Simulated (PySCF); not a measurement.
C3H5BO3, SMILES C1(OCB1CO)=O. Atoms are numbered in the order given.

```xyz
12

O     -0.4762     1.9855    -0.4499
C     -0.6808     0.8263    -0.1837
O     -1.9335     0.2533     0.0392
C     -1.4180    -1.1169     0.3013
B      0.0633    -0.5888     0.0926
C      1.5321    -1.0232     0.2744
O      2.5516    -0.1634    -0.1864
H     -1.8174    -1.8350    -0.4465
H     -1.7158    -1.4608     1.3146
H      1.5648    -1.1681     1.4028
H      1.7286    -2.0543    -0.1007
H      2.1885     0.7419    -0.2086
```
Charge 0, spin multiplicity 1.

Geometry optimised at PBE-D3(BJ)/def2-SVP. This is a generated structure with no PubChem entry under its InChIKey; it may be hypothetical. Other conformers were not sampled.

Calculation: PBE-D3(BJ)/def2-SVP run with PySCF.

Frequencies are harmonic and unscaled.

| mode | ν (cm⁻¹) | IR (km/mol) | moving atoms (share of kinetic energy) |
|---|---|---|---|
| 1 | 88 | 5.9 | O 72 %, B 13 %, H 9 % |
| 2 | 93 | 7.4 | O 74 %, C 10 %, H 10 % |
| 3 | 110 | 2.8 | H 56 %, C 23 %, O 20 % |
| 4 | 213 | 8.0 | H 41 %, B 21 %, C 20 %, O 18 % |
| 5 | 277 | 48.6 | H 70 %, C 14 %, O 9 % |
| 6 | 350 | 23.1 | O 45 %, C 30 %, H 22 % |
| 7 | 418 | 42.4 | C 42 %, H 36 %, O 21 % |
| 8 | 464 | 6.3 | C 38 %, O 30 %, H 16 %, B 16 % |
| 9 | 589 | 4.7 | H 42 %, C 41 %, O 11 % |
| 10 | 635 | 0.3 | C 47 %, O 25 %, H 25 % |
| 11 | 716 | 1.2 | O 51 %, C 40 % |
| 12 | 844 | 10.6 | B 35 %, C 32 %, H 31 % |
| 13 | 892 | 98.5 | C 50 %, O 48 % |
| 14 | 923 | 29.0 | B 45 %, H 24 %, C 20 %, O 11 % |
| 15 | 1045 | 85.7 | O 36 %, C 34 %, H 17 %, B 12 % |
| 16 | 1076 | 210.7 | C 55 %, O 24 %, B 14 % |
| 17 | 1110 | 0.7 | H 89 % |
| 18 | 1133 | 8.5 | H 66 %, B 22 %, O 10 % |
| 19 | 1162 | 6.4 | H 88 % |
| 20 | 1216 | 9.9 | H 56 %, C 35 %, O 8 % |
| 21 | 1299 | 26.2 | H 74 %, C 14 % |
| 22 | 1332 | 78.9 | H 70 %, B 16 %, C 13 % |
| 23 | 1386 | 15.6 | H 91 % |
| 24 | 1405 | 22.5 | H 44 %, C 27 %, B 25 % |
| 25 | 1829 | 228.5 | C 64 %, O 36 % |
| 26 | 2731 | 47.1 | H 94 % |
| 27 | 2974 | 7.9 | H 93 % |
| 28 | 2985 | 11.3 | H 95 % |
| 29 | 3040 | 5.6 | H 90 %, C 10 % |
| 30 | 3691 | 31.8 | H 94 % |
